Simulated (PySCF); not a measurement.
Atoms are numbered as in `[BH3-:1][P@H+:2]1[CH:3]=[C:4]1[c:5]1[cH:6][cH:7][cH:8][cH:9][cH:10]1`; H(Xn) means a hydrogen on atom n.

No solvent model, equivalent nuclei averaged, relativity neglected, single conformer. PBE0-D3(BJ)/def2-SVP geometry; shielding tensors at HF/pcSseg-1 (GIAO); PySCF 2.14.0 with density-fitted response routines.

References, each an isolated molecule treated in the same way: $^{13}$C, $^{1}$H against TMS; $^{11}$B against BF3·OEt2; $^{31}$P vs H3PO4.

| atoms | nucleus | count | δ (ppm) |
| --- | --- | --- | --- |
| B1 | $^{11}$B | 1 | ? |
| H(C7)/H(C9) | $^{1}$H | 2 | ? |
| H(C8) | $^{1}$H | 1 | 7.78 |
| H(B1) | $^{1}$H | 3 | 1.07 |
| H(C3) | $^{1}$H | 1 | 8.33 |
| C3 | $^{13}$C | 1 | 119.3 |
| H(P2) | $^{1}$H | 1 | ? |
| C4 | $^{13}$C | 1 | 145.0 |
| C8 | $^{13}$C | 1 | ? |
| C6/C10 | $^{13}$C | 2 | 140.9 |
| P2 | $^{31}$P | 1 | -176.7 |
| H(C6)/H(C10) | $^{1}$H | 2 | 8.09 |
| C5 | $^{13}$C | 1 | 130.7 |
| C7/C9 | $^{13}$C | 2 | 135.3 |

Question: Fill in the missing shifts.

Answer: 
- C8: 141.1 ppm, aromatic CH
- H(C7)/H(C9): 7.72 ppm, hydrogen on an aromatic CH; aromatic region
- H(P2): 4.06 ppm, hydrogen on a phosphorus bonded to 2 C, B, in a 3-membered ring
- B1: -36.6 ppm, boron bonded to P, 3 H

Hydrogens on boron are broadened and split by $^{11}$B (spin 3/2, 80 %) and 10B (spin 3). Shifts are as computed. Against solution values, carbons near 30 ppm lie about -0 ppm off and those near 130 ppm about +7 ppm. Of 1313 compounds with measured shifts, 239 miss one by over three times the rms of a fit or turn the order of signals round; such compounds aren't used in these exercises. Experimental scales use liquid or dissolved standards, which lie at an offset from isolated H3PO4.
